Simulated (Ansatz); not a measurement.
Program: Ansatz. Geometries: PBE0-D4/def2-TZVP. ΔE: electronic, gas phase. CCSD(T)/CBS is the MP2 limit (def2-TZVPP, def2-QZVPP) plus CCSD(T) − MP2 in def2-TZVPP, frozen cores. Functionals use def2-TZVPP. Each species was taken in one conformer, which may not be the lowest.

`O[SiH2]C[SiH2]O` → `CO[SiH2]O[SiH3]`  (isomerisation)

`O[SiH2]C[SiH2]O`:

```xyz
13

O     0.575   -2.112   -0.292
Si    1.080   -0.988    0.794
C     0.826    0.739    0.109
Si   -0.941    1.105   -0.312
O    -1.512   -0.260   -1.077
H    -0.246   -1.867   -0.737
H     0.337   -1.081    2.084
H     2.515   -1.259    1.054
H     1.449    0.860   -0.784
H     1.165    1.472    0.850
H    -1.738    1.363    0.919
H    -1.094    2.280   -1.214
H    -2.415   -0.252   -1.395
```

`CO[SiH2]O[SiH3]`:

Cartesian coordinates in Å:
```
C 0.101 -1.857 1.144
O -0.850 -0.821 1.036
Si -1.277 -0.122 -0.376
O -0.051 0.729 -1.037
Si 1.017 1.942 -0.780
H -0.024 -2.337 2.116
H -0.035 -2.614 0.363
H 1.120 -1.464 1.076
H -2.402 0.779 -0.044
H -1.640 -1.160 -1.372
H 1.540 2.390 -2.094
H 0.356 3.081 -0.091
H 2.143 1.455 0.060
```

```json
{"species": "`O[SiH2]C[SiH2]O`", "ωB97X-V energy (Eh)": "-772.41557"}
{"species": "`CO[SiH2]O[SiH3]`", "ωB97X-V energy (Eh)": "-772.41902"}
```

Q: Work out ΔE.

A: ΔE = (-772.41902) − (-772.41557) = -0.00345 Eh = -9.1 kJ/mol. CCSD(T)/CBS gives -3.4 kJ/mol.

Largest T1 diagnostic among the species: 0.011.

The D4 term adds +4.8 kJ/mol with B3LYP and +2.2 kJ/mol with PBE0; it sums over pairs of atoms, weighted by their polarisabilities, and B3LYP, whose exchange is more repulsive, gets the larger term. In def2-TZVPP, CCSD(T) changes the Hartree–Fock value by +39.8 kJ/mol (the triples alone add +4.8 kJ/mol) and MP2 by +46.4 kJ/mol.

B3LYP here is the variant with VWN-RPA as its local correlation; programs differ in this.
